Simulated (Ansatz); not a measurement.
Relaxation of CH₆GaN (9 atoms, charge 0, multiplicity 1), to a largest force component of 0.02 eV/Å in at most 40 steps.

Method: Ansatz, RKS PBE/def2-SVP.

```xyz
9
Properties=species:S:1:pos:R:3:forces:R:3
Ga 0.000 0.000 0.000 -0.92 -0.06 -0.79
H 0.000 0.000 1.570 -0.16 -0.20 0.25
C 1.715 0.000 -0.990 -0.19 0.46 -0.01
H 2.044 -1.046 -1.160 -0.02 0.04 -0.01
H 1.578 0.508 -1.967 0.15 -0.13 -0.02
H 2.484 0.538 -0.398 0.06 -0.11 -0.09
N -1.671 0.000 -0.965 0.45 -0.02 0.27
H -2.340 -0.816 -0.866 0.57 1.63 -0.25
H -1.920 0.816 -1.594 0.07 -1.61 0.64
```

Where does it end, and by what steps?

The run converged. The force dipped under the threshold on the way, but the program's further checks kept it going. After 10 steps the energy has fallen by 0.652 eV; H8 moved furthest, 0.88 Å.

| step | energy less start (eV) | largest force component (eV/Å) | accepted |
| --- | --- | --- | --- |
| 0 | 0.0000 | 1.627 | yes |
| 1 | -0.2737 | 1.134 | yes |
| 2 | -0.4693 | 0.744 | yes |
| 3 | -0.5903 | 0.350 | yes |
| 4 | -0.6413 | 0.150 | yes |
| 5 | -0.6462 | 0.183 | yes |
| 6 | -0.6507 | 0.068 | yes |
| 7 | -0.6511 | 0.088 | yes |
| 8 | -0.6516 | 0.007 | yes |
| 9 | -0.6518 | 0.060 | yes |
| 10 | -0.6519 | 0.020 | yes |

```xyz
9
Properties=species:S:1:pos:R:3
Ga 0.000 -0.170 -0.007
H -0.148 -0.550 1.517
C 1.685 0.067 -1.010
H 2.253 -0.886 -1.031
H 1.505 0.391 -2.055
H 2.329 0.822 -0.513
N -1.579 0.060 -0.903
H -2.503 -0.041 -0.477
H -1.653 0.307 -1.892
```

Whether the end is a true minimum wasn't checked by a vibrational analysis.

Run time: 16 s on 2 threads of Intel(R) Xeon(R) Platinum 8259CL CPU @ 2.50GHz (Skylake/Cascade Lake) (shared host), peak memory 0.15 GiB.
